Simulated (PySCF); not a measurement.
Two probes of the same atoms: core binding energy and nuclear shielding

Compound: C7H12P (charge +1).
Geometry (PBE0-D3(BJ)/def2-SVP, Å), atoms numbered from 1 in this order:
```
atom  x, y, z in Å
C1    -2.7763    0.5130   -0.0801
C2    -1.2906    0.8939    0.0667
C3    -0.7085    0.2620    1.2884
C4     0.3539   -0.5539    1.3705
P5     1.2869   -0.9689   -0.0779
C6     3.0344   -0.5736    0.0907
C7     0.5188   -0.1077   -1.4230
C8    -0.5625    0.6595   -1.2163
H9    -3.3343    0.7792    0.8286
H10   -3.2311    1.0514   -0.9236
H11   -2.8893   -0.5665   -0.2542
H12   -1.2666    1.9887    0.2418
H13   -1.2355    0.4946    2.2213
H14    0.6806   -0.9671    2.3293
H15    1.2300   -2.3641   -0.3071
H16    3.1416    0.5059    0.2692
H17    3.4597   -1.1358    0.9353
H18    3.5653   -0.8531   -0.8316
H19    0.9566   -0.2160   -2.4198
H20   -0.9875    1.1737   -2.0865
```

Binding energies: delta-SCF UKS SCAN, pcX-2 on the ionised atom, pcseg-1 elsewhere, spin-free X2C (PySCF 2.14.0). Shieldings: GIAO B97-2/pcSseg-1, non-relativistic, same geometry.

```tsv
atom	C 1s (eV)
C1	294.44
C2	295.46
C3	295.38
C4	295.06
C6	295.45
```

Problem. What are the absolute isotropic shieldings of these atoms?

Solution. 
```
atom                     environment  C 1s (eV)  isotropic shielding (ppm)
  C1                   methyl carbon     294.44                      163.6
  C4                alkene CH carbon     295.06                       83.2
  C3                alkene CH carbon     295.38                       13.4
  C6  sp3 carbon bound to phosphorus     295.45                      172.4
  C2                  allylic carbon     295.46                      144.6
```

By binding energy: C1 < C4 < C3 < C6 ≈ C2. By shielding: C3 < C4 < C2 < C1 < C6.

Of atoms equivalent by bonding only the ionised one is listed; its partners' own values can differ in this conformer. The unrestricted hole states depart most from a pure doublet (⟨S²⟩ = 0.75; over 0.85 named) for C 1s of C3/C8 (0.86), which makes this value less certain. The species carries charge +1, so core ionisation leaves charge +2. Geometry: PBE0-D3(BJ)/def2-SVP; no solvent, vibrations or thermal averaging.
